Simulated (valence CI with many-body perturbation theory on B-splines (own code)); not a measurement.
# E1 line list for Nd⁵²⁺

Level of theory: valence CI with perturbative core correlation (CI+MBPT): six valence electrons over a frozen Dirac-Fock core [He], a basis of 9 s, 9 p, 8 d, 6 f, 3 g, 1 h functions for each j, with the one-electron correlation potential Σ1, the two-electron term Σ2, the three-electron term Σ3, Breit, model QED; selected CI, second order for the rest, scaled by the run's own slope (own B-spline code, finite nucleus).

The last digits are not significant, and no measured levels were compared; by estimate large intervals hold to a few tenths of a per cent, small ones and those within an open d or f shell to about a per cent. Among the levels kept, up to 2400 cm⁻¹ of a level comes from second order outside the variational space, and about a tenth of that is noise between levels of different J, which matters for small intervals.

Lines 101 to 150 of 204 in falling wavelength, among levels below 52369 × 10³ cm⁻¹, chosen from the strongest by gf and those to the six lowest levels. Wavelengths and rates use the calculated energies. Electric multipoles are in the length gauge with retardation, E1 and E2 with the static RPA response of the core. Weak lines are less certain than strong ones. Lines between different terms over intervals too small for the method are left out, as are lines whose strength nearly cancels. The highest levels of a list are the least certain.

Levels are named by their leading jj configuration (3d3/2^4 stands for four electrons in 3d with j = 3/2), which in mixed levels can hold well under half, so a name can repeat and another be missing. Letters in brackets count levels of one name in rising energy.

```csv
λ vac (Å),Upper,Lower,A (s⁻¹),S (a.u.)
9.031,(2s 2p1/2 2p3/2^4) J=1,(2s^2 2p1/2^2 2p3/2^2) J=0,1.09e+09,1.19e-06
8.747,(2s 2p1/2 2p3/2^4) J=1,(2s^2 2p1/2^2 2p3/2^2) J=2,4.73e+10,4.69e-05
2.597,(2s^2 2p1/2^2 2p3/2 3p1/2) J=2,(2s 2p1/2^2 2p3/2^3) J=1,4.40e+10,1.90e-06
2.565,(2s^2 2p1/2^2 2p3/2 3p1/2) J=1,(2s 2p1/2^2 2p3/2^3) J=2,6.74e+10,1.68e-06
2.564,(2s^2 2p1/2^2 2p3/2 3p1/2) J=2,(2s 2p1/2^2 2p3/2^3) J=2,8.19e+09,3.41e-07
2.517,(2s^2 2p1/2^2 2p3/2 3p3/2) J=1,(2s 2p1/2^2 2p3/2^3) J=1,1.99e+10,4.70e-07
2.496,(2s^2 2p1/2^2 2p3/2 3p3/2) J=0,(2s 2p1/2^2 2p3/2^3) J=1,4.74e+11,3.63e-06
2.486,(2s^2 2p1/2^2 2p3/2 3p3/2) J=3,(2s 2p1/2^2 2p3/2^3) J=2,5.42e+10,2.88e-06
2.486,(2s^2 2p1/2^2 2p3/2 3p3/2) J=1,(2s 2p1/2^2 2p3/2^3) J=2,9.58e+10,2.18e-06
2.475,(2s^2 2p1/2^2 2p3/2 3p3/2) J=2,(2s 2p1/2^2 2p3/2^3) J=2,7.15e+10,2.67e-06
2.466,(2s^2 2p1/2^2 2p3/2 3s) J=2,(2s^2 2p1/2 2p3/2^3) J=2,1.32e+10,4.90e-07
2.454,(2s^2 2p1/2^2 2p3/2 3s) J=1,(2s^2 2p1/2 2p3/2^3) J=1,2.82e+10,6.17e-07
2.343,(2s^2 2p1/2 2p3/2^2 3p1/2) J=1 [a],(2s 2p1/2^2 2p3/2^3) J=1,4.61e+10,8.78e-07
2.320,(2s^2 2p1/2 2p3/2^2 3p1/2) J=2 [b],(2s 2p1/2^2 2p3/2^3) J=1,3.35e+11,1.03e-05
2.317,(2s^2 2p1/2 2p3/2^2 3p1/2) J=1 [b],(2s 2p1/2^2 2p3/2^3) J=1,3.85e+10,7.08e-07
2.315,(2s^2 2p1/2 2p3/2^2 3p1/2) J=1 [a],(2s 2p1/2^2 2p3/2^3) J=2,1.39e+10,2.56e-07
2.312,(2s^2 2p1/2 2p3/2^2 3p1/2) J=2 [a],(2s 2p1/2^2 2p3/2^3) J=2,1.06e+10,3.23e-07
2.311,(2s^2 2p1/2^2 2p3/2 3d3/2) J=2,(2s^2 2p1/2 2p3/2^3) J=2,5.44e+10,1.66e-06
2.309,(2s^2 2p1/2^2 2p3/2 3d3/2) J=3,(2s^2 2p1/2 2p3/2^3) J=2,1.45e+10,6.17e-07
2.307,(2s^2 2p1/2^2 2p3/2 3d3/2) J=1,(2s^2 2p1/2 2p3/2^3) J=2,1.18e+11,2.15e-06
2.305,(2s^2 2p1/2 2p3/2^2 3p1/2) J=3,(2s 2p1/2^2 2p3/2^3) J=2,4.43e+10,1.88e-06
2.304,(2s^2 2p1/2^2 2p3/2 3d3/2) J=2,(2s^2 2p1/2 2p3/2^3) J=1,2.00e+11,6.02e-06
2.302,(2s^2 2p1/2 2p3/2^2 3p1/2) J=0,(2s 2p1/2^2 2p3/2^3) J=1,5.92e+11,3.56e-06
2.299,(2s^2 2p1/2^2 2p3/2 3d3/2) J=0,(2s^2 2p1/2 2p3/2^3) J=1,1.02e+11,6.15e-07
2.294,(2s^2 2p1/2 2p3/2^2 3p1/2) J=2 [b],(2s 2p1/2^2 2p3/2^3) J=2,5.59e+11,1.67e-05
2.290,(2s^2 2p1/2 2p3/2^2 3p1/2) J=1 [b],(2s 2p1/2^2 2p3/2^3) J=2,1.59e+10,2.83e-07
2.282,(2s^2 2p1/2^2 2p3/2 3d5/2) J=2,(2s^2 2p1/2 2p3/2^3) J=1,1.01e+10,2.96e-07
2.277,(2s^2 2p1/2 2p3/2^2 3p3/2) J=2 [a],(2s 2p1/2^2 2p3/2^3) J=1,2.81e+11,8.19e-06
2.273,(2s^2 2p1/2^2 2p3/2 3d5/2) J=1,(2s^2 2p1/2 2p3/2^3) J=1,3.80e+10,6.61e-07
2.270,(2s^2 2p1/2 2p3/2^2 3p3/2) J=1 [a],(2s 2p1/2^2 2p3/2^3) J=1,2.54e+11,4.40e-06
2.261,(2s 2p1/2^2 2p3/2^2 3s) J=2 [a],(2s 2p1/2^2 2p3/2^3) J=1,5.53e+12,1.58e-04
2.259,(2s^2 2p1/2 2p3/2^2 3p3/2) J=1 [b],(2s 2p1/2^2 2p3/2^3) J=1,4.87e+12,8.32e-05
2.254,(2s^2 2p1/2 2p3/2^2 3p3/2) J=3 [a],(2s 2p1/2^2 2p3/2^3) J=2,3.98e+12,1.57e-04
2.252,(2s^2 2p1/2 2p3/2^2 3p3/2) J=2 [b],(2s 2p1/2^2 2p3/2^3) J=1,2.22e+12,6.27e-05
2.251,(2s^2 2p1/2 2p3/2^2 3p3/2) J=2 [a],(2s 2p1/2^2 2p3/2^3) J=2,4.53e+12,1.28e-04
2.247,(2s^2 2p1/2 2p3/2^2 3p3/2) J=2 [c],(2s 2p1/2^2 2p3/2^3) J=1,1.21e+12,3.39e-05
2.244,(2s^2 2p1/2 2p3/2^2 3p3/2) J=3 [b],(2s 2p1/2^2 2p3/2^3) J=2,3.42e+12,1.33e-04
2.244,(2s^2 2p1/2 2p3/2^2 3p3/2) J=1 [a],(2s 2p1/2^2 2p3/2^3) J=2,1.99e+10,3.33e-07
2.238,(2s^2 2p1/2 2p3/2^2 3p3/2) J=3 [c],(2s 2p1/2^2 2p3/2^3) J=2,5.50e+12,2.13e-04
2.236,(2s 2p1/2^2 2p3/2^2 3s) J=2 [a],(2s 2p1/2^2 2p3/2^3) J=2,6.46e+13,1.78e-03
2.236,(2s^2 2p1/2^2 2p3/2 3s) J=1,(2s^2 2p1/2^2 2p3/2^2) J=0,2.82e+13,4.67e-04
2.234,(2s^2 2p1/2 2p3/2^2 3s) J=2 [a],(2s^2 2p1/2 2p3/2^3) J=2,3.88e+12,1.07e-04
2.234,(2s^2 2p1/2 2p3/2^2 3p3/2) J=1 [b],(2s 2p1/2^2 2p3/2^3) J=2,8.45e+11,1.39e-05
2.234,(2s 2p1/2^2 2p3/2^2 3s) J=1 [a],(2s 2p1/2^2 2p3/2^3) J=1,2.59e+13,4.27e-04
2.232,(2s 2p1/2^2 2p3/2^2 3s) J=2 [b],(2s 2p1/2^2 2p3/2^3) J=1,1.15e+13,3.14e-04
2.231,(2s 2p1/2^2 2p3/2^2 3s) J=1 [b],(2s 2p1/2^2 2p3/2^3) J=1,4.64e+13,7.63e-04
2.230,(2s^2 2p1/2 2p3/2^2 3s) J=1 [a],(2s^2 2p1/2 2p3/2^3) J=2,1.42e+13,2.33e-04
2.227,(2s^2 2p1/2 2p3/2^2 3p3/2) J=2 [b],(2s 2p1/2^2 2p3/2^3) J=2,5.46e+12,1.49e-04
2.227,(2s^2 2p1/2 2p3/2^2 3s) J=2 [a],(2s^2 2p1/2 2p3/2^3) J=1,1.10e+13,2.99e-04
2.226,(2s 2p1/2^2 2p3/2^2 3s) J=0,(2s 2p1/2^2 2p3/2^3) J=1,4.17e+13,2.27e-04
```
